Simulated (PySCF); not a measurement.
Delta-SCF ions had no search for a lower state. 

## C3H2N, SMILES `C=[C-]C#N` (charge -1, multiplicity 1)

Method: PBE0-D4/def2-TZVPD (PySCF).

```yaml
HOMO: -0.33 eV
vertical detachment energy (Delta-SCF): 2.26 eV
total_energy: -170.0827 Ha
cost: roughly 50 core-seconds
```

```xyz
6

C     -0.9837    -0.0061    -0.1270
C      0.1323    -0.7486    -0.0741
C      1.3719    -0.1047     0.0001
N      2.4660     0.3075     0.0638
H     -1.0099     1.0956    -0.1162
H     -1.9712    -0.4719    -0.1865
```
Charge -1, spin multiplicity 1.
